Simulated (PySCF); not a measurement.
Gas-phase equilibrium of 1 mol B2O3, 39 mol H2O at 1800 K and 0.100 bar, among 22 species (BH3, BO, O2, B2H6, O, HO2, B3O3H3, H2O, H, HBO2, H2O2, O3, B2O, H2, (HBO2)3, B(OH)3, BH, BH2, B2O2, B2O3, B, OH). Only gases are allowed; each row takes one source of thermochemistry for all species, and Cantera finds the minimum.

Computed with PySCF and rigid-rotor harmonic-oscillator thermochemistry at 1 bar. † marks an energy on the PBE0/def2-TZVP geometry and frequencies; other levels use their own. MP2 and CCSD(T) freeze the core. 6-31G* has spherical d functions here. Open shells (unrestricted) among the columns below: O2 (multiplicity 3), O (multiplicity 3, electronic degeneracy 9), H (multiplicity 2), OH (multiplicity 2, electronic degeneracy 4); the rest are closed-shell singlets. Spin-orbit splitting is ignored; it lowers the true energy and changes the entropy of O, OH. MP2 isn't extrapolated to the basis-set limit. CCSD(T) isn't extrapolated to the basis-set limit. The harmonic model lacks anharmonicity and excited electronic states, which grow with temperature; levels with a mode under 35 cm⁻¹ are left out. Soft modes under 120 cm⁻¹ make the harmonic entropy rough for B2O3. Warning, point group unlike the PBE0 one: B2O3 (PBE/def2-SVP).

Molecules larger than those listed are left out. Table species left out: BO2, B2, HBO.

Mole fractions:

| thermochemistry | x H2O | x H2 | x O | x OH | x HBO2 | x H | x O2 | x B2O3 |
|---|---|---|---|---|---|---|---|---|
| BLYP/def2-TZVP† | 0.91 | 0.027 | 6.4e-6 | 0.0017 | 0.049 | 0.00020 | 0.013 | 0.00011 |
| CCSD(T)/def2-SVP† | 0.92 | 0.017 | 0.00020 | 0.0037 | 0.049 | 0.00036 | 0.0075 | 0.00011 |
| HF/6-31G* | 0.075 | 0.41 | 0.40 | 0.056 | 0.027 | 0.039 | 8.5e-6 | 0.00055 |
| MP2/def2-SVP† | 0.93 | 0.012 | 3.7e-5 | 0.0011 | 0.049 | 0.00062 | 0.0059 | 0.00011 |
| PBE/def2-SVP | 0.89 | 0.041 | 1.2e-6 | 0.00055 | 0.049 | 0.00060 | 0.021 | 0.00012 |
| PBE0/def2-TZVP | 0.93 | 0.011 | 1.7e-5 | 0.0020 | 0.049 | 0.00026 | 0.0049 | 9.3e-5 |
The most sensitive of these is O: it spans a factor of 10^5.5 over these rows; at this temperature one factor of ten is RT ln 10 = 34 kJ/mol.
